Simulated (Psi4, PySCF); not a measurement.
Two rigid molecules brought together: H2 ··· HCl (SMILES [H][H] and Cl). Monomers: optimised at B3LYP-D3(BJ) (def2-TZVP), held rigid. Orientation: a random orientation, not optimised. The monomers approach along the line of their centres of mass (distance R); nothing else relaxes.

Geometry at R = 3.42 Å (first 2 atoms: monomer A):
```
4

H      0.3719     0.0000     0.0000
H     -0.3719     0.0000     0.0000
Cl    -2.8655    -1.1286    -1.4612
H     -2.6412    -0.9117    -2.7046
```

Levels: M06-2X/def2-TZVP, counterpoise-corrected (Psi4); PBE-D3(BJ)/def2-TZVP, counterpoise-corrected (Psi4); MP2/aug-cc-pVDZ = DF-MP2/aug-cc-pVDZ, frozen core, counterpoise-corrected run with Psi4; B3LYP-D3(BJ)/def2-TZVP, counterpoise-corrected (Psi4); RMP2/6-31G* = restricted MP2 (frozen core)/6-31G*, spherical d, no counterpoise correction in PySCF.

Interaction energies in kcal/mol (negative: bound); R is the distance of the centres of mass, d the H2···Cl3 distance.

```tsv
R / Å	d / Å	M06-2X/def2-TZVP	PBE-D3(BJ)/def2-TZVP	MP2/aug-cc-pVDZ	B3LYP-D3(BJ)/def2-TZVP	RMP2/6-31G*
2.86	2.54	1.42	0.92	1.84	1.28	1.97
3.00	2.68	0.68	0.27	0.98	0.57	1.09
3.19	2.87	0.17	-0.18	0.33	0.07	0.44
3.42	3.10	-0.09	-0.38	-0.01	-0.15	0.08
3.66	3.34	-0.17	-0.39	-0.13	-0.19	-0.06
3.84	3.52	-0.19	-0.35	-0.15	-0.17	-0.09
4.10	3.78	-0.19	-0.28	-0.14	-0.13	-0.10
4.45	4.13	-0.16	-0.19	-0.11	-0.08	-0.08
4.95	4.63	-0.09	-0.10	-0.06	-0.05	-0.04
5.60	5.28	-0.03	-0.04	-0.03	-0.03	-0.02
6.65	6.33	-0.01	-0.01	-0.01	-0.01	-0.01
7.96	7.64	0.00	-0.01	-0.01	-0.01	0.00
```

Lowest grid point: M06-2X/def2-TZVP -0.19 kcal/mol at R = 3.84 Å; PBE-D3(BJ)/def2-TZVP -0.39 kcal/mol at R = 3.66 Å; MP2/aug-cc-pVDZ -0.15 kcal/mol at R = 3.84 Å; B3LYP-D3(BJ)/def2-TZVP -0.19 kcal/mol at R = 3.66 Å; RMP2/6-31G* -0.10 kcal/mol at R = 4.10 Å.
